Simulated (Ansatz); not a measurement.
A nudged elastic band was laid between two geometries of C2H6N2SSi (12 atoms, charge 0, multiplicity 1).

Computed with RKS B3LYP/6-31G* (Ansatz 0.2.0).

```yaml
movable_images: 5
climbing_image: yes
spring: 5.0 eV/Å²
optimiser: quadratic models (default)
start_path: through a guess of the saddle point
force_threshold: 0.05 eV/Å
iteration_limit: 60
end_points: relaxed
```

Initial state:

```xyz
12
Properties=species:S:1:pos:R:3
N -0.233 -1.632 0.808
C 0.187 -0.298 0.688
N 0.855 0.151 1.827
C -0.033 0.454 -0.408
Si -0.544 0.823 -2.076
S 0.206 2.277 -0.682
H -0.650 -1.987 -0.045
H 0.515 -2.246 1.123
H 0.402 -0.127 2.692
H 1.053 1.145 1.810
H -1.976 0.904 -2.453
H 0.296 0.481 -3.250
```

Final state:

```xyz
12
Properties=species:S:1:pos:R:3
N -0.246 -1.614 0.822
C 0.092 -0.250 0.721
N 0.569 0.296 1.898
C -0.113 0.476 -0.397
Si -0.541 0.812 -2.091
S 0.053 2.307 -0.667
H -0.669 -1.960 -0.032
H 0.547 -2.201 1.074
H 1.184 1.093 1.817
H 0.767 -0.337 2.659
H -1.949 0.828 -2.560
H 0.382 0.495 -3.210
```

(1) Which bonds break or form, and what moves?

(2) What energy profile does the band end with?

(3) What is the geometry of the highest image?

(4) What are the harmonic wavenumbers there?

Results:

(1) No bond is made or broken. The dihedral N1–C2–N3–H10 goes from -172 to 9°.

(2) The run converged. The highest image is number 3 of 0 to 6, 39.1 kJ/mol above the first end and 28.0 kJ/mol above the last; the last end lies 11.1 kJ/mol above the first. A vibrational analysis at the climbing image gives one clearly imaginary mode, 258i cm⁻¹: a first-order saddle point.

| image | path coordinate (Å) | energy (kJ/mol) | dihedral N1–C2–N3–H10 (°) |
| --- | --- | --- | --- |
| 0 | 0.00 | 0.0 | -172 |
| 1 | 0.72 | 10.4 | -142 |
| 2 | 1.44 | 30.8 | -105 |
| 3 | 2.16 | 39.1 | -65 |
| 4 | 2.82 | 33.4 | -35 |
| 5 | 3.48 | 19.3 | -12 |
| 6 | 4.14 | 11.1 | 9 |

(3) 
```xyz
12
Properties=species:S:1:pos:R:3
N -0.327 -1.487 0.824
C 0.180 -0.179 0.664
N 0.782 0.414 1.815
C 0.022 0.524 -0.467
Si -0.529 0.816 -2.159
S 0.399 2.263 -0.881
H -0.591 -1.925 -0.054
H 0.299 -2.098 1.342
H 1.491 -0.202 2.213
H 0.079 0.554 2.541
H -1.966 0.975 -2.492
H 0.239 0.289 -3.313
```

(4) 258i, 133, 155, 199, 313, 345, 429, 493, 514, 552, 623, 635, 675, 732, 768, 852, 980, 1022, 1172, 1248, 1296, 1660, 1672, 1763, 2258, 2273, 3446, 3489, 3521, 3592 cm⁻¹.

The run took 110 s on 2 threads of Intel(R) Xeon(R) 6975P-C (Granite Rapids), with other jobs on the host, peak memory 0.3 GiB.
